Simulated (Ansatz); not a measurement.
`N[SiH](O)Br` and `N[Si](O)(Cl)Br` differ in one atom or group.

Ansatz, PBE0-D4/def2-TZVP geometries, multiplicity 1. Each molecule was computed in one conformer, which needn't be the lowest.

Scalar relativity is left out up to krypton. Spin–orbit coupling is left out; it splits and shifts lone-pair levels of the heavy atoms by tenths of an eV.

```tsv
property	`N[SiH](O)Br`
LUMO energy (ωB97M-V/def2-TZVPP) / eV	2.11
HOMO energy (B3LYP/def2-TZVPP) / eV	-7.74
HOMO–LUMO gap (PBE0/def2-TZVPP) / eV	8.65
ideal-gas entropy at 298 K and 1 bar (rigid rotor, harmonic PBE0-D4/def2-TZVP) / J/(mol·K)	334
HOMO energy (PBE0/def2-TZVPP) / eV	-7.99
LUMO energy (PBE/def2-TZVPP) / eV	-0.19
```

**Question.** Give the same properties after the change, and the shifts. (Estimate.)

**Answer.** Computed: 
```json
{"property": "LUMO energy (ωB97M-V/def2-TZVPP) / eV", "`N[Si](O)(Cl)Br`": "1.83", "shift": "-0.28"}
{"property": "HOMO energy (B3LYP/def2-TZVPP) / eV", "`N[Si](O)(Cl)Br`": "-7.78", "shift": "-0.04"}
{"property": "HOMO–LUMO gap (PBE0/def2-TZVPP) / eV", "`N[Si](O)(Cl)Br`": "8.30", "shift": "-0.35"}
{"property": "ideal-gas entropy at 298 K and 1 bar (rigid rotor, harmonic PBE0-D4/def2-TZVP) / J/(mol·K)", "`N[Si](O)(Cl)Br`": "362", "shift": "28"}
{"property": "HOMO energy (PBE0/def2-TZVPP) / eV", "`N[Si](O)(Cl)Br`": "-8.05", "shift": "-0.06"}
{"property": "LUMO energy (PBE/def2-TZVPP) / eV", "`N[Si](O)(Cl)Br`": "-0.69", "shift": "-0.50"}
```

With PBE0 the HOMO falls by 0.06 eV and the LUMO falls by 0.42 eV, so the gap narrows by about 0.36 eV. PBE moves the HOMO by -0.12 eV and ωB97M-V by 0.03 eV.

B3LYP here is the variant with VWN-RPA as its local correlation; programs differ in this.
